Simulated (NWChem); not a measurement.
C2H4N2Si; SMILES C(/[SiH3])=N/C#N

```xyz
9

N     -0.9506    -2.2635     0.0002
C     -0.0297    -1.5506     0.0001
N      1.0966    -0.8385     0.0001
C      1.0830     0.4450    -0.0006
Si    -0.4666     1.5719    -0.0019
H      2.0834     0.9092    -0.0003
H     -1.2614     1.2828     1.2258
H      0.0033     2.9855    -0.0084
H     -1.2669     1.2729    -1.2235
```
Atoms are numbered in this order, from 1.

Computed with NWChem. Pople sets run with spherical d functions. All runs use the structure optimised with PBE0/def2-SVP. B3LYP is NWChem's, with the RPA form of VWN correlation. Atomic charges in e: unrestrained fits to the electrostatic potential beside Mulliken populations; buried atoms are poorly determined by the fit.

For level Hartree-Fock/6-31G*:

- Mulliken N1 = -0.40
- Mulliken C2 = 0.48
- Mulliken N3 = -0.46
- ESP Si5 = 0.43
- Mulliken Si5 = 0.67

Question: What are these values for level B3LYP/def2-SVP?

Answer: Mulliken N1: 0.09
Mulliken C2: -0.19
Mulliken N3: -0.09
ESP Si5: 0.28
Mulliken Si5: 0.41
